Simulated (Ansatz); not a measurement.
Program: Ansatz.

input.yaml

```yaml
crystal:
  periodic: [false, false, false]
  atoms:
    - { symbol: C, position_ang: [-2.478132, 0.684971, -0.373709] }
    - { symbol: Si, position_ang: [-0.822635, -0.027831, -0.768565] }
    - { symbol: "N", position_ang: [0.180793, -0.944049, 0.176393] }
    - { symbol: C, position_ang: [0.316801, 0.499413, 0.71469] }
    - { symbol: "N", position_ang: [1.838256, 0.869979, 0.872174] }
    - { symbol: H, position_ang: [-2.190902, 1.617437, 0.228441] }
    - { symbol: H, position_ang: [-3.176221, 0.798684, -1.235635] }
    - { symbol: H, position_ang: [-3.062664, -0.09299, 0.137245] }
    - { symbol: H, position_ang: [-0.644183, -0.358303, -2.172246] }
    - { symbol: H, position_ang: [-0.269344, -1.461658, 0.960774] }
    - { symbol: H, position_ang: [-0.422886, 0.775084, 1.653634] }
    - { symbol: H, position_ang: [2.480186, 0.153968, 1.433664] }
    - { symbol: H, position_ang: [1.862391, 1.866713, 1.239083] }
magnetization:
  spin_polarized: true
basis:
  gaussian: { orbitals: STO-3G }
hamiltonian:
  xc: pbe
  dispersion: d4
md:
  timestep: 0.5
  n_steps: 25
  ensemble: berendsen
  temperature: 1500.0
  initial_velocities: maxwell_boltzmann
  seed: 662780
```

Command:

```bash
$ ansatz run input.yaml --threads 1 --pin off --max-ram 2048MiB --backend cpu --events-out ev --progress --plain --runs-dir out
```

What happens when this is run?

The program refused the input.

```
Error: YAML parse error: error: line 27 column 13: unknown variant `berendsen`, expected one of nve, nve_milne, nvt_langevin, nvt_nose_hoover, npt_langevin
  --> <input>:27:13
   |
25 |   timestep: 0.5
26 |   n_steps: 25
27 |   ensemble: berendsen
   |             ^ unknown variant `berendsen`, expected one of nve, nve_milne, nvt_langevin, nvt_nose_hoover, npt_langevin
28 |   temperature: 1500.0
29 |   initial_velocities: maxwell_boltzmann
```
